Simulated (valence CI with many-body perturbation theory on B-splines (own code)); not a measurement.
## Nd XXXVIII: E2, M1 decay

Calculated by configuration interaction combined with many-body perturbation theory (CI+MBPT): five valence electrons over a frozen Dirac-Fock core [Ar], radial functions for each j: 7 s, 7 p, 8 d, 6 f, 4 g, 1 h, with the one-electron correlation potential Σ1, the two-electron term Σ2, the three-electron term Σ3, Breit, model QED; selected CI, second order for the rest, scaled by the run's own slope (own B-spline code, finite nucleus).

The last digits are not significant, and no measured levels were compared; by estimate large intervals hold to a few tenths of a per cent, small ones and those within an open d or f shell to about a per cent. Only levels of the ground parity were solved; by the run's estimate the other parity begins above the list, which can be wrong where configurations are misplaced.

Lines 1 to 50 of 120 in falling wavelength, among levels below 955720 cm⁻¹, chosen from the decays that carry over 1 % of a level's rate. Wavelengths and rates use the calculated energies. Electric multipoles are in the length gauge, E1 and E2 with the static RPA response of the core. Weak lines are less certain than strong ones. Lines between different terms over intervals too small for the method are left out, as are lines whose strength nearly cancels. Branching is blank where the lifetime is uncertain.

Levels are named by their leading jj configuration (3d3/2^4 stands for four electrons in 3d with j = 3/2), which in mixed levels can hold well under half, so a name can repeat and another be missing. Letters in brackets count levels of one name in rising energy.

| λ vac (nm) | Upper | Lower | Type | A (s⁻¹) | Branch % |
| --- | --- | --- | --- | --- | --- |
| 973.9 | (3d3/2^3 3d5/2^2) J=11/2 | (3d3/2^3 3d5/2^2) J=7/2 [a] | E2 | 6.90e-08 |  |
| 390.1 | (3d3/2^3 3d5/2^2) J=9/2 | (3d3/2^3 3d5/2^2) J=11/2 | M1 | 2.08e+02 | 24.5 |
| 314.3 | (3d3/2^2 3d5/2^3) J=13/2 | (3d3/2^2 3d5/2^3) J=11/2 | M1 | 2.18e+02 | 1.0 |
| 278.5 | (3d3/2^3 3d5/2^2) J=9/2 | (3d3/2^3 3d5/2^2) J=7/2 [a] | M1 | 6.36e+02 | 75.0 |
| 263.2 | (3d3/2^3 3d5/2^2) J=7/2 [b] | (3d3/2^3 3d5/2^2) J=5/2 [b] | M1 | 5.03e+02 | 4.8 |
| 241.8 | (3d3/2^3 3d5/2^2) J=5/2 [b] | (3d3/2^3 3d5/2^2) J=3/2 [a] | M1 | 7.75e+02 | 2.3 |
| 192.5 | (3d3/2^3 3d5/2^2) J=1/2 | (3d3/2^3 3d5/2^2) J=3/2 [a] | M1 | 4.47e+03 | 99.7 |
| 174.1 | (3d3/2^2 3d5/2^3) J=1/2 [a] | (3d3/2^3 3d5/2^2) J=3/2 [b] | M1 | 2.48e+03 | 1.3 |
| 133.4 | (3d3/2^3 3d5/2^2) J=7/2 [a] | (3d3/2^3 3d5/2^2) J=5/2 [a] | M1 | 5.39e+03 | 8.9 |
| 124.6 | (3d3/2^2 3d5/2^3) J=5/2 [b] | (3d3/2^3 3d5/2^2) J=3/2 [b] | M1 | 3.77e+03 | 2.1 |
| 119.2 | (3d3/2^2 3d5/2^3) J=3/2 [a] | (3d3/2^2 3d5/2^3) J=5/2 [a] | M1 | 4.64e+03 | 1.4 |
| 118.4 | (3d3/2^2 3d5/2^3) J=7/2 [b] | (3d3/2^2 3d5/2^3) J=9/2 [a] | M1 | 8.38e+02 | 1.3 |
| 115.5 | (3d3/2^3 3d5/2^2) J=7/2 [b] | (3d3/2^3 3d5/2^2) J=7/2 [a] | M1 | 2.13e+03 | 20.3 |
| 114.9 | (3d3/2^2 3d5/2^3) J=3/2 [b] | (3d3/2^2 3d5/2^3) J=3/2 [a] | M1 | 1.72e+03 | 1.9 |
| 104.0 | (3d3/2^2 3d5/2^3) J=9/2 [c] | (3d3/2^2 3d5/2^3) J=7/2 [b] | M1 | 1.18e+03 | 1.2 |
| 103.7 | (3d3/2^3 3d5/2^2) J=3/2 [b] | (3d3/2^3 3d5/2^2) J=1/2 | M1 | 1.56e+03 | 3.9 |
| 103.0 | (3d3/2^2 3d5/2^3) J=5/2 [b] | (3d3/2^2 3d5/2^3) J=5/2 [a] | M1 | 2.10e+03 | 1.2 |
| 95.43 | (3d3/2^2 3d5/2^3) J=7/2 [b] | (3d3/2^2 3d5/2^3) J=7/2 [a] | M1 | 3.46e+03 | 5.5 |
| 93.43 | (3d3/2^3 3d5/2^2) J=3/2 [b] | (3d3/2^3 3d5/2^2) J=5/2 [b] | M1 | 3.92e+03 | 9.9 |
| 90.00 | (3d3/2^2 3d5/2^3) J=9/2 [c] | (3d3/2^2 3d5/2^3) J=9/2 [b] | M1 | 1.28e+04 | 13.6 |
| 89.62 | (3d3/2^2 3d5/2^3) J=1/2 [b] | (3d3/2^2 3d5/2^3) J=3/2 [a] | M1 | 9.83e+03 | 4.4 |
| 89.07 | (3d3/2^2 3d5/2^3) J=9/2 [a] | (3d3/2^3 3d5/2^2) J=7/2 [b] | M1 | 9.47e+03 | 9.4 |
| 87.86 | (3d3/2^2 3d5/2^3) J=5/2 [c] | (3d3/2^2 3d5/2^3) J=7/2 [a] | M1 | 2.42e+03 | 1.0 |
| 80.98 | (3d3/2^3 3d5/2^2) J=5/2 [b] | (3d3/2^3 3d5/2^2) J=5/2 [a] | M1 | 3.33e+04 | 97.1 |
| 76.96 | (3d3/2^2 3d5/2^3) J=7/2 [a] | (3d3/2^3 3d5/2^2) J=5/2 [b] | M1 | 2.24e+04 | 15.3 |
| 73.14 | (3d3/2^2 3d5/2^3) J=5/2 [c] | (3d3/2^3 3d5/2^2) J=3/2 [b] | M1 | 2.80e+04 | 11.8 |
| 72.10 | (3d3/2^2 3d5/2^3) J=5/2 [a] | (3d3/2^3 3d5/2^2) J=7/2 [a] | M1 | 2.59e+04 | 8.7 |
| 71.73 | (3d3/2 3d5/2^4) J=7/2 [a] | (3d3/2^2 3d5/2^3) J=5/2 [c] | M1 | 1.68e+04 | 4.4 |
| 70.66 | (3d3/2^3 3d5/2^2) J=5/2 [a] | (3d3/2^4 3d5/2) J=5/2 | M1 | 1.08e+05 | 100.0 |
| 70.14 | (3d3/2^2 3d5/2^3) J=7/2 [a] | (3d3/2^3 3d5/2^2) J=9/2 | M1 | 3.72e+04 | 25.5 |
| 67.39 | (3d3/2^3 3d5/2^2) J=3/2 [b] | (3d3/2^3 3d5/2^2) J=3/2 [a] | M1 | 8.59e+03 | 21.6 |
| 67.07 | (3d3/2^2 3d5/2^3) J=11/2 | (3d3/2^3 3d5/2^2) J=9/2 | M1 | 1.44e+04 | 13.9 |
| 67.00 | (3d3/2^2 3d5/2^3) J=5/2 [b] | (3d3/2^3 3d5/2^2) J=7/2 [b] | M1 | 1.59e+04 | 8.9 |
| 65.11 | (3d3/2^2 3d5/2^3) J=5/2 [c] | (3d3/2^2 3d5/2^3) J=5/2 [a] | M1 | 3.87e+03 | 1.6 |
| 64.98 | (3d3/2^2 3d5/2^3) J=1/2 [a] | (3d3/2^3 3d5/2^2) J=1/2 | M1 | 7.55e+04 | 40.7 |
| 64.93 | (3d3/2^2 3d5/2^3) J=3/2 [b] | (3d3/2^3 3d5/2^2) J=3/2 [b] | M1 | 1.66e+03 | 1.8 |
| 63.72 | (3d3/2 3d5/2^4) J=5/2 [a] | (3d3/2^2 3d5/2^3) J=3/2 [a] | M1 | 2.86e+04 | 5.1 |
| 61.38 | (3d3/2 3d5/2^4) J=3/2 [a] | (3d3/2^2 3d5/2^3) J=5/2 [c] | M1 | 1.43e+04 | 3.1 |
| 61.20 | (3d3/2 3d5/2^4) J=7/2 [a] | (3d3/2^2 3d5/2^3) J=9/2 [b] | M1 | 2.23e+04 | 5.9 |
| 61.19 | (3d3/2^2 3d5/2^3) J=3/2 [a] | (3d3/2^3 3d5/2^2) J=1/2 | M1 | 1.04e+04 | 3.1 |
| 58.52 | (3d3/2^2 3d5/2^3) J=3/2 [b] | (3d3/2^2 3d5/2^3) J=5/2 [a] | M1 | 1.01e+04 | 11.0 |
| 57.47 | (3d3/2^2 3d5/2^3) J=3/2 [a] | (3d3/2^3 3d5/2^2) J=5/2 [b] | M1 | 4.07e+04 | 12.0 |
| 57.23 | (3d3/2^2 3d5/2^3) J=11/2 | (3d3/2^3 3d5/2^2) J=11/2 | M1 | 8.96e+04 | 86.1 |
| 56.84 | (3d3/2 3d5/2^4) J=11/2 | (3d3/2^2 3d5/2^3) J=9/2 [b] | M1 | 2.11e+04 | 6.5 |
| 56.03 | (3d3/2^2 3d5/2^3) J=7/2 [a] | (3d3/2^3 3d5/2^2) J=7/2 [a] | M1 | 5.09e+04 | 34.8 |
| 55.02 | (3d3/2^2 3d5/2^3) J=9/2 [b] | (3d3/2^3 3d5/2^2) J=7/2 [b] | M1 | 1.85e+04 | 7.7 |
| 53.40 | (3d3/2^2 3d5/2^3) J=5/2 [b] | (3d3/2^3 3d5/2^2) J=5/2 [b] | M1 | 8.33e+04 | 46.5 |
| 53.03 | (3d3/2^2 3d5/2^3) J=9/2 [a] | (3d3/2^3 3d5/2^2) J=11/2 | M1 | 3.66e+04 | 36.5 |
| 52.11 | (3d3/2^2 3d5/2^3) J=7/2 [c] | (3d3/2^2 3d5/2^3) J=5/2 [a] | M1 | 3.46e+03 | 2.3 |
| 51.44 | (3d3/2^2 3d5/2^3) J=9/2 [c] | (3d3/2^2 3d5/2^3) J=11/2 | M1 | 3.30e+03 | 3.5 |
